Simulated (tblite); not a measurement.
C5H4F4O2.
Cartesian coordinates in Å at the GFN2-xTB level; atoms count from 1:
```xyz
15
C5H4F4O2 angstrom
F      4.7435    0.2940   -0.4390
C      3.5814    0.2827    0.2279
C      2.4535   -0.0095   -0.4055
O      1.2683   -0.0258    0.2594
C      0.1537   -0.2998   -0.4525
C     -1.0471   -0.3797    0.1156
F     -1.2572   -0.1445    1.4257
O     -2.1733   -0.7350   -0.5657
C     -3.2472    0.1082   -0.4442
F     -4.3202   -0.5309   -0.9062
F     -3.0794    1.2019   -1.2245
H      3.6791    0.5241    1.2737
H      2.4425   -0.2404   -1.4642
H      0.2412   -0.4908   -1.5142
H     -3.4432    0.4534    0.5861
```

Calculated harmonic vibrations of the isolated species, GFN2-xTB (tblite), most abundant isotopes, no scaling. Against measured fundamentals such values can be off by several per cent, at times by over 20. One conformer, not necessarily the lowest.

Harmonic wavenumbers (cm⁻¹): 27.9, 39.3, 59.1, 77.8, 96.4, 161.3, 215.6, 279.0, 287.4, 315.8, 394.2, 441.8, 451.7, 500.1, 549.3, 581.9, 692.4, 700.3, 807.8, 913.0, 956.0, 996.3, 1070.2, 1107.8, 1117.2, 1119.3, 1158.4, 1200.9, 1232.5, 1254.4, 1264.4, 1272.6, 1290.9, 1717.6, 1757.7, 2888.3, 3048.0, 3061.0, 3113.8.

A = 3655, B = 333.3, C = 321.2 MHz; mass 172.015 u (most abundant isotopes); point group C1, symmetry number 1.

Problem. What is the zero-point energy?

Solution. Half the sum of the wavenumbers: 19110 cm⁻¹ = 54.64 kcal/mol.

Problem. Entropy at 350 K, 1 bar (ideal gas, RRHO, classical rotation)?

Solution. Translation 42.16, rotation 31.56, vibration 43.59: S = 117.3 cal/(mol K).

Problem. And Cp and H(350 K) − H(0)?

Solution. Cp = 44.55 cal/(mol K), of which vibrations give 36.61 (their classical limit is 39 R = 77.5); H(350 K) − H(0) = 9.96 kcal/mol without the zero-point energy, 7.18 from vibrations.

Problem. How do the functions run with temperature in this model?

Solution. 
```tsv
T (K)	S (cal/(mol K))	Cp (cal/(mol K))	H − H(0) (kcal/mol)	G − H(0) (kcal/mol)	ln q(vib)
50	65.1	16.3	0.60	-2.65	1.38
100	78.1	21.7	1.56	-6.25	3.39
298.15	110.5	40.3	7.76	-25.19	10.05
373.15	120.2	46.3	11.02	-33.84	12.29
500	135.0	54.7	17.45	-50.05	15.85
750	159.4	65.2	32.56	-86.96	22.20
1000	179.0	71.3	49.69	-129.35	27.79
```

q(vib) and H(0) count from the zero-point level.

Problem. What must be added to the electronic energy to get the Gibbs energy at 350 K and 1 bar?

Solution. ZPE + [H(350 K) − H(0)] − T·S = 54.64 + 9.96 − 41.06 = 23.54 kcal/mol.

Problem. Which modes carry the vibrational entropy at 350 K?

Solution. 27.9 cm⁻¹: 6.29; 39.3 cm⁻¹: 5.61; 59.1 cm⁻¹: 4.80; 77.8 cm⁻¹: 4.26; 96.4 cm⁻¹: 3.84; 161.3 cm⁻¹: 2.84 cal/(mol K); the other 33 give 15.94 together.

Problem. Blend soft modes into free rotors: weight 1/[1 + (100 cm⁻¹/ν̃)⁴] for the oscillator and the rest for a rotor with moment μB/(μ + B), μ = h/(8π²ν), B = 10⁻⁴⁴ kg m². What vibrational entropy results?

Solution. 37.65 cal/(mol K) in place of 43.59, which changes −T·S at 350 K by +2.08 kcal/mol.

Hindered rotation and anharmonicity are outside this model. Other conformers, if any are populated, would add a mixing term that is left out. The structure is chiral; the term R ln 2 for an equal mix with its mirror image is left out.
